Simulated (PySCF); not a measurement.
Species: (Cl3Si)2CH2, CH₂Cl₆Si₂.
Bonds: Si1–Cl2, Si1–Cl3, Si1–Cl4, Si1–C5, C5–Si6, Si6–Cl7, Si6–Cl8, Si6–Cl9. Hydrogens: H10, H11 on C5.

Computed, not measured: TDDFT wB97X-D/def2-SVPD, vertical, gas phase, core orbitals frozen in the response in PySCF. Geometry: PBE0-D3(BJ)/def2-SVP; no solvent, vibrations or thermal averaging.

```csv
state,E (eV),ν̃ (cm⁻¹),f,|μ| (D),"main configurations (H = HOMO, L = LUMO)"
S1,7.79,62870,0.0001,0.06,"H-1→L (43%), H-2→L+1 (19%), H→L+1 (15%)"
S2,7.80,62880,0.0011,0.19,"H-1→L+1 (30%), H→L (23%), H-2→L (21%)"
S3,7.94,64030,0.060,1.42,"H-2→L (28%), H→L (22%), H-3→L (12%)"
S4,8.11,65430,0.0019,0.25,"H-4→L (41%), H-6→L+1 (24%)"
S5,8.13,65600,0.029,0.97,"H-4→L+1 (37%), H-6→L (28%)"
S6,8.14,65610,0.023,0.86,"H-3→L+1 (33%), H-5→L (30%)"
S7,8.17,65940,0.181,2.42,"H-3→L (30%), H-5→L+1 (19%), H→L (18%)"
S8,8.28,66790,0.021,0.83,"H→L+1 (35%), H-2→L+1 (22%), H-7→L (16%)"
S9,8.48,68360,0.069,1.47,"H→L+2 (16%), H-9→L+1 (10%), H-2→L+3 (9%)"
S10,8.49,68480,0.0007,0.14,"H-1→L+2 (31%), H-9→L (9%)"
```

Triplets, Tamm–Dancoff:

```
state  E (eV)  λ (nm)  main configurations (H = HOMO, L = LUMO)
   T1    7.36   168.5   H-1→L (42%), H-2→L+1 (18%), H→L+1 (15%)
   T2    7.36   168.4     H-1→L+1 (32%), H-2→L (21%), H→L (20%)
   T3    7.48   165.7       H-2→L (24%), H→L (18%), H-3→L (14%)
   T4    7.59   163.4                H-3→L+1 (32%), H-5→L (30%)
```

The lowest singlet comes at 159 nm (752 kJ/mol) in the vacuum ultraviolet; it is dark (f under 0.0005); its leading configuration is HOMO-1→LUMO (43%). The strongest level in the table is S7 at 8.17 eV (152 nm, f = 0.181). S1/S2 and S5/S6 lie within about 0.01 eV of each other in each set. Löwdin shares by element: HOMO (one of a set within 0.03 eV) chlorine 59% or more (atoms not listed hold the other 41%); LUMO chlorine 31% or more, silicon 27% (atoms not listed hold the other 43%). Weighted by f, the mean energy of these states is 8.19 eV. Orbital energies (eV): HOMO-3 -11.54, HOMO-2 -11.37, HOMO-1 -11.35, HOMO -11.32, LUMO 0.91, LUMO+1 1.30, LUMO+2 1.43. Of the 10 states listed, 6 reach f = 0.01 and 1 stays under 0.0005. The window holds the lowest 10 singlets.

The run took 2.2 min of wall time (with the writing of density and orbital grids) on Intel Xeon at 2.70 GHz, one thread, shared host, and the process peaked at 1.2 GiB of memory.
